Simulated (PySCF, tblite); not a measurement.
Compound: C6H6F3N.
Numbering: `[CH3:1][n:2]1[cH:3][cH:4][c:5]([C:6]([F:7])([F:8])[F:9])[cH:10]1` (hydrogens: H11, H12, H13 on C1; H14 on C3; H15 on C4; H16 on C10)

Computed with GFN2-xTB (tblite), gas phase: Langevin dynamics at 200 K from the optimised GFN2-xTB geometry, time step 0.5 fs, friction 0.01 fs⁻¹, 2000 steps. Over the second half of the run the saved frames average 196 K.

Frame at 250 fs, instantaneous temperature 141 K:
```
atom  x, y, z in Å
C1     -2.740   -0.557    0.023
N2     -1.437   -0.067    0.174
C3     -1.044    1.213    0.388
C4      0.332    1.300    0.501
C5      0.787   -0.026    0.235
C6      2.211   -0.432    0.020
F7      2.332   -1.792    0.115
F8      3.067    0.041    0.908
F9      2.695   -0.128   -1.158
C10    -0.300   -0.817    0.007
H11    -2.943   -1.362    0.692
H12    -2.851   -0.984   -0.954
H13    -3.489    0.221    0.185
H14    -1.743    2.065    0.554
H15     0.894    2.169    0.682
H16    -0.468   -1.888   -0.184
```

Frame at 425 fs, instantaneous temperature 130 K:
```
atom  x, y, z in Å
C1     -3.075   -0.593    0.291
N2     -1.778   -0.081    0.401
C3     -1.315    1.202    0.702
C4      0.067    1.203    0.740
C5      0.451   -0.113    0.370
C6      1.881   -0.576    0.342
F7      2.001   -1.875    0.181
F8      2.543   -0.148    1.508
F9      2.607   -0.093   -0.690
C10    -0.729   -0.831    0.219
H11    -3.032   -1.506   -0.258
H12    -3.700    0.180   -0.232
H13    -3.527   -0.758    1.265
H14    -2.039    1.958    0.932
H15     0.761    2.003    0.878
H16    -0.774   -1.865    0.024
```

Frame at 625 fs, instantaneous temperature 179 K:
```
atom  x, y, z in Å
C1     -3.045   -0.628    0.090
N2     -1.685   -0.118    0.173
C3     -1.265    1.154    0.086
C4      0.106    1.297    0.271
C5      0.517   -0.062    0.494
C6      1.923   -0.566    0.692
F7      1.944   -1.925    0.672
F8      2.491   -0.203    1.840
F9      2.702   -0.174   -0.333
C10    -0.591   -0.912    0.356
H11    -3.629    0.007   -0.596
H12    -3.620   -0.586    1.044
H13    -3.064   -1.615   -0.416
H14    -2.069    1.802   -0.171
H15     0.630    2.168    0.224
H16    -0.578   -1.935    0.461
```

Frame at 800 fs, instantaneous temperature 227 K:
```
atom  x, y, z in Å
C1     -2.962   -0.363    0.482
N2     -1.579   -0.008    0.586
C3     -1.116    1.206    0.324
C4      0.234    1.127    0.358
C5      0.564   -0.146    0.678
C6      1.950   -0.590    0.952
F7      2.118   -1.905    1.164
F8      2.524    0.006    2.043
F9      2.671   -0.313   -0.149
C10    -0.592   -0.885    0.783
H11    -3.289    0.040   -0.460
H12    -3.560   -0.032    1.304
H13    -3.061   -1.454    0.440
H14    -1.748    2.072    0.078
H15     0.845    2.009    0.235
H16    -0.746   -1.887    1.077
```

Frame at 1000 fs, instantaneous temperature 171 K:
```
atom  x, y, z in Å
C1     -2.933   -0.513    0.879
N2     -1.589    0.030    0.775
C3     -1.291    1.303    0.419
C4      0.045    1.463    0.400
C5      0.616    0.224    0.701
C6      2.045   -0.035    0.879
F7      2.331   -1.341    1.059
F8      2.638    0.582    1.937
F9      2.769    0.484   -0.124
C10    -0.437   -0.673    0.913
H11    -3.557   -0.145    0.123
H12    -3.331   -0.203    1.815
H13    -2.864   -1.568    0.863
H14    -2.034    1.996    0.206
H15     0.651    2.297    0.242
H16    -0.451   -1.706    1.075
```

Question: What do single points at PBE0/pcSseg-1 (PySCF, gas phase) give on these frames?

Answer: 
| t (fs) | GFN2-xTB E above start (eV) | DFT E above lowest frame (eV) | HOMO (eV) | LUMO (eV) | dipole (D) |
| --- | --- | --- | --- | --- | --- |
| 250 | 0.28 | 0.00 | -6.70 | 0.26 | 5.07 |
| 425 | 0.40 | 0.18 | -6.65 | 0.34 | 5.29 |
| 625 | 0.45 | 0.18 | -6.61 | 0.37 | 5.07 |
| 800 | 0.36 | 0.10 | -6.71 | 0.47 | 5.26 |
| 1000 | 0.30 | 0.07 | -6.75 | 0.27 | 5.66 |

Both levels order the frames alike by energy; measured from each level's lowest frame they differ by 0.06 eV at most. The HOMO–LUMO gap runs from 6.96 to 7.18 eV. These are instantaneous structures, not minima.

Question: And the isotropic GIAO shieldings (ppm) from the same runs?

Answer: 
| atom | 250 fs | 425 fs | 625 fs | 800 fs | 1000 fs | mean | range |
| --- | --- | --- | --- | --- | --- | --- | --- |
| C1 | 155.5 | 151.5 | 147.3 | 151.6 | 153.4 | 151.9 | 8.2 |
| N2 | 91.6 | 95.0 | 89.5 | 96.1 | 87.6 | 92.0 | 8.5 |
| C3 | 54.8 | 60.8 | 57.3 | 64.4 | 67.0 | 60.9 | 12.2 |
| C4 | 72.9 | 64.8 | 76.8 | 76.1 | 74.3 | 73.0 | 12.0 |
| C5 | 63.3 | 61.8 | 53.1 | 68.0 | 64.2 | 62.1 | 14.9 |
| C6 | 57.3 | 50.1 | 53.7 | 52.0 | 53.3 | 53.3 | 7.2 |
| F7 | 248.3 | 265.6 | 256.5 | 263.9 | 261.1 | 259.1 | 17.3 |
| F8 | 259.6 | 209.1 | 248.7 | 227.1 | 220.3 | 233.0 | 50.5 |
| F9 | 242.5 | 229.5 | 237.7 | 232.6 | 238.5 | 236.2 | 13.0 |
| C10 | 60.4 | 62.2 | 57.3 | 68.4 | 58.0 | 61.3 | 11.1 |
| H11 | 28.6 | 28.3 | 27.7 | 28.2 | 29.0 | 28.4 | 1.3 |
| H12 | 28.3 | 27.1 | 27.3 | 28.4 | 28.6 | 27.9 | 1.5 |
| H13 | 28.2 | 27.9 | 27.4 | 28.2 | 28.9 | 28.1 | 1.5 |
| H14 | 24.4 | 25.2 | 25.6 | 24.6 | 25.9 | 25.1 | 1.5 |
| H15 | 25.3 | 24.6 | 25.7 | 25.1 | 25.4 | 25.2 | 1.1 |
| H16 | 24.3 | 25.3 | 25.1 | 25.2 | 25.2 | 25.0 | 1.0 |

What follows is the cost of the whole dynamics run. Time: 13 s of wall time; peak memory 0.18 GiB. Hardware: an Arm Neoverse V1 with one thread (shared host).
